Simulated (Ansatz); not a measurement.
C$_{2}$H$_{8}$AlNSi at its PBE0-D4/def2-TZVP geometry, where that method's forces vanish. The species carries charge 0 and has multiplicity 1. The bonds changed during the relaxation, so this is another structure than the one it started from.

```xyz
13

C    -1.4086    1.1431   -0.6880
N    -0.7471    0.2889   -0.0319
C    -0.2225   -0.9289   -0.6338
Si    1.6354   -0.7520   -0.0765
Al    0.4034    0.5110    1.6469
H    -1.6966    0.9682   -1.7252
H    -1.6877    2.0787   -0.2117
H    -0.4862   -1.0199   -1.6906
H    -0.6344   -1.7786   -0.0799
H     2.2336   -2.1138    0.0245
H     2.3330   -0.0359   -1.1868
H    -0.2595   -0.4392    2.7449
H     0.5372    2.0783    1.9080
```

**Question.** What forces (eV/Å) does PBE-D4/def2-TZVPP give on these atoms in Ansatz 0.2.0? (Best estimate.)

**Answer.** Ansatz gave: 
```
C1  -0.389  0.507 -0.360
N2   0.361 -0.432  0.515
C3   0.036 -0.079 -0.067
Si4  0.112  0.050  0.123
Al5  0.044  0.039  0.073
H6  -0.067 -0.026 -0.232
H7  -0.058  0.202  0.090
H8  -0.060 -0.033 -0.225
H9  -0.056 -0.180  0.108
H10  0.051 -0.144  0.008
H11  0.053  0.071 -0.117
H12 -0.036 -0.070  0.062
H13  0.011  0.094  0.021
```
